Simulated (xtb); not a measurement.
H11NSi4, SMILES N[Si]([SiH3])([SiH3])[SiH3]. All values are semi-empirical tight-binding results from xtb (GFN2-xTB unless named), good for trends rather than for accurate numbers. Geometry optimised at GFN2-xTB. One conformer was computed; it need not be the lowest.

```json
{
  "point_group_as_xtb_finds_it": "Cs",
  "orbital_gap": "3.51 eV",
  "dipole_moment": "1.50 D",
  "zero_point_energy": "60.7 kcal/mol",
  "G − E(el) at 298.15 K (modified RRHO)": "36.3 kcal/mol",
  "static polarisability (D4 model)": "126.0 bohr³",
  "solvation energy, GFN2-xTB/ALPB(water)": "-3.2 kcal/mol",
  "solvation energy, GFN2-xTB/ALPB(benzene)": "-3.3 kcal/mol"
}
```
